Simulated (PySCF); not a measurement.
C5H3NO.
Bonds: N1–C2 (triple), C2–C3, C3–C4 (aromatic), C4–C5 (aromatic), C5–C6 (aromatic), C6–O7 (aromatic), C3–O7 (aromatic). Hydrogens: H8 on C4; H9 on C5; H10 on C6.

The same species was optimised twice, with GFN2-xTB and with PBE0-D3(BJ)/def2-SVP (PySCF), and the same property calculations (PySCF, gas phase) were run on both structures.

```json
{"coordinate": "C4–C5 (Å)", "GFN2-xTB": "1.409", "PBE0-D3(BJ)/def2-SVP": "1.422", "change": "+0.013"}
{"coordinate": "N1≡C2 (Å)", "GFN2-xTB": "1.147", "PBE0-D3(BJ)/def2-SVP": "1.160", "change": "+0.013"}
{"coordinate": "C2–C3 (Å)", "GFN2-xTB": "1.403", "PBE0-D3(BJ)/def2-SVP": "1.416", "change": "+0.013"}
{"coordinate": "C6–O7 (Å)", "GFN2-xTB": "1.334", "PBE0-D3(BJ)/def2-SVP": "1.340", "change": "+0.006"}
{"coordinate": "C3–C4 (Å)", "GFN2-xTB": "1.377", "PBE0-D3(BJ)/def2-SVP": "1.372", "change": "-0.005"}
{"coordinate": "C3–O7 (Å)", "GFN2-xTB": "1.352", "PBE0-D3(BJ)/def2-SVP": "1.354", "change": "+0.002"}
{"coordinate": "C5–C6 (Å)", "GFN2-xTB": "1.365", "PBE0-D3(BJ)/def2-SVP": "1.367", "change": "+0.002"}
{"coordinate": "C2–C3–O7 (°)", "GFN2-xTB": "120.7", "PBE0-D3(BJ)/def2-SVP": "118.1", "change": "-2.6"}
{"coordinate": "C2–C3–C4 (°)", "GFN2-xTB": "129.2", "PBE0-D3(BJ)/def2-SVP": "131.7", "change": "+2.5"}
{"coordinate": "N1–C2–C3 (°)", "GFN2-xTB": "178.1", "PBE0-D3(BJ)/def2-SVP": "178.6", "change": "+0.5"}
{"coordinate": "C5–C6–O7 (°)", "GFN2-xTB": "111.1", "PBE0-D3(BJ)/def2-SVP": "110.9", "change": "-0.2"}
{"coordinate": "C3–O7–C6 (°)", "GFN2-xTB": "107.0", "PBE0-D3(BJ)/def2-SVP": "107.2", "change": "+0.2"}
{"coordinate": "C4–C3–O7 (°)", "GFN2-xTB": "110.1", "PBE0-D3(BJ)/def2-SVP": "110.2", "change": "+0.1"}
{"coordinate": "C4–C5–C6 (°)", "GFN2-xTB": "106.0", "PBE0-D3(BJ)/def2-SVP": "105.9", "change": "-0.1"}
{"coordinate": "C3–C4–C5 (°)", "GFN2-xTB": "105.8", "PBE0-D3(BJ)/def2-SVP": "105.8", "change": "0.0"}
```

Rotational constants: A = 9303, B = 2058, C = 1685 MHz (GFN2-xTB) against A = 9278, B = 2033, C = 1668 MHz (PBE0-D3(BJ)/def2-SVP). Point groups within 0.08 Å: Cs and Cs.

On the GFN2-xTB structure: HOMO (eV) -7.41 [PBE0/pcSseg-1]; LUMO (eV) -1.43 [PBE0/pcSseg-1]; dipole (D) 4.76 [PBE0/pcSseg-1]; GIAO shielding of N1 (ppm) -62.1 [PBE0/pcSseg-1]; GIAO shielding of C2 (ppm) 70.4 [PBE0/pcSseg-1]; GIAO shielding of C3 (ppm) 54.1 [PBE0/pcSseg-1]; GIAO shielding of C4 (ppm) 54.3 [PBE0/pcSseg-1]; GIAO shielding of C5 (ppm) 68.3 [PBE0/pcSseg-1]; GIAO shielding of C6 (ppm) 34.9 [PBE0/pcSseg-1]; GIAO shielding of O7 (ppm) 23.5 [PBE0/pcSseg-1].

Question: What do these properties become on the PBE0-D3(BJ)/def2-SVP structure?

Answer: 
| property | level | on GFN2-xTB | on PBE0-D3(BJ)/def2-SVP | change |
| --- | --- | --- | --- | --- |
| HOMO (eV) | PBE0/pcSseg-1 | -7.41 | -7.45 | -0.04 |
| LUMO (eV) | PBE0/pcSseg-1 | -1.43 | -1.44 | -0.01 |
| dipole (D) | PBE0/pcSseg-1 | 4.76 | 4.78 | +0.02 |
| energy, GFN2-xTB geometry as zero (kcal/mol) | PBE0/pcSseg-1 | 0.0 | -0.5 | -0.5 |
| GIAO shielding of N1 (ppm) | PBE0/pcSseg-1 | -62.1 | -67.3 | -5.2 |
| GIAO shielding of C2 (ppm) | PBE0/pcSseg-1 | 70.4 | 68.0 | -2.4 |
| GIAO shielding of C3 (ppm) | PBE0/pcSseg-1 | 54.1 | 53.4 | -0.7 |
| GIAO shielding of C4 (ppm) | PBE0/pcSseg-1 | 54.3 | 55.9 | +1.6 |
| GIAO shielding of C5 (ppm) | PBE0/pcSseg-1 | 68.3 | 67.5 | -0.8 |
| GIAO shielding of C6 (ppm) | PBE0/pcSseg-1 | 34.9 | 33.6 | -1.3 |
| GIAO shielding of O7 (ppm) | PBE0/pcSseg-1 | 23.5 | 19.1 | -4.4 |

The heavy atoms differ by 0.028 Å rms after alignment. Among bonds between heavy atoms N1≡C2, C2–C3 and C4–C5 change most and about equally (+0.013 Å). Changes are differences of the printed values. Neither structure is proved a minimum here.
